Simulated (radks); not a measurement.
Q: The table gives one normalised radial function P(r) = r R(r) of Zr in [Kr] 4d2 5s1 7f1 (r in bohr). Method: non-relativistic Kohn-Sham, r2SCAN, spin-polarised, spherical densities, point nucleus; open shells are filled with parallel spins first (spin-orbit coupling, left out, can overturn this in heavy ions); meta-GGA in the generalised Kohn-Sham scheme; relativity is left out, which matters for an element this heavy; computed with a radial shooting solver on a logarithmic mesh with Libxc functionals.

| r | P |
|---|---|
| 0.0069 | 0.1328 |
| 0.01013 | 0.1689 |
| 0.01475 | 0.1980 |
| 0.02149 | 0.2032 |
| 0.03155 | 0.1560 |
| 0.04595 | 0.0323 |
| 0.06692 | -0.1599 |
| 0.09825 | -0.3296 |
| 0.1431 | -0.2854 |
| 0.2084 | 0.0735 |
| 0.306 | 0.4964 |
| 0.4457 | 0.4039 |
| 0.6543 | -0.3274 |
| 0.9529 | -0.9731 |
| 1.388 | -0.9065 |
| 2.038 | -0.4037 |
| 2.968 | -0.0859 |
| 4.322 | -0.0077 |
| 6.346 | -0.0002 |
| 9.242 | 0.0000 |
| 13.46 | 0.0000 |
| 19.76 | 0.0000 |
| 28.78 | 0.0000 |
| 42.26 | 0.0000 |
| 61.55 | 0.0000 |
| 89.64 | 0.0000 |
| 131.6 | 0.0000 |
| 191.7 | 0.0000 |

Which n and l does it have? It may be an empty orbital.

A: n = 4, l = 0: the number of nodes gives n - l - 1 = 3, the rise at small r (about r^(l+1)) gives l, and the extent must fit the shell. The curve is that of 4s up; the table hardly tells the two spins apart. 4s up: eigenvalue -60.365 eV, 3 radial nodes at r = 0.0493, 0.196, 0.564 bohr, <r> = 1.25 bohr, 90 % of the charge inside 1.82 bohr.
